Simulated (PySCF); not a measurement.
Delta-SCF ions had no search for a lower state. Excitations are Tamm–Dancoff values on a coarser integration grid. The basis has no diffuse functions, so Rydberg states are missing or too high.

**CH3Br3OSn, SMILES `C[O][Sn]([Br])([Br])[Br]` (C–O–Sn–Br torsion 61°) (charge 0, multiplicity 1)**

Calculation: CAM-B3LYP-D3(BJ)/def2-TZVP // CAM-B3LYP-D3(BJ)/def2-SVP (PySCF).

* **HOMO**: -9.97 eV
* **dipole moment**: 1.20 D
* **HOMO–LUMO gap**: 7.75 eV
* **LUMO**: -2.23 eV
* **S1 excitation (TDA)**: 4.53 eV
* **S1 oscillator strength**: 0.004
* **T1 excitation (TDA)**: 4.17 eV
* **S1–T1 gap (TDA)**: 0.37 eV
* **vertical ionisation energy (Delta-SCF)**: 10.52 eV
* **total energy**: -8052.4280 Ha
* **cost**: about 18 core-minutes (a rough figure)

```xyz
9

C     -1.5133    -0.0250    -0.4046
O     -0.4878     0.8359     0.0397
Sn     1.3206     0.1784     0.3842
Br     2.2603    -0.7639    -1.6961
Br     2.6253     2.1059     1.1576
Br     1.2305    -1.5932     2.1026
H     -2.4278     0.5768    -0.5152
H     -1.2842    -0.4801    -1.3846
H     -1.7235    -0.8349     0.3163
```
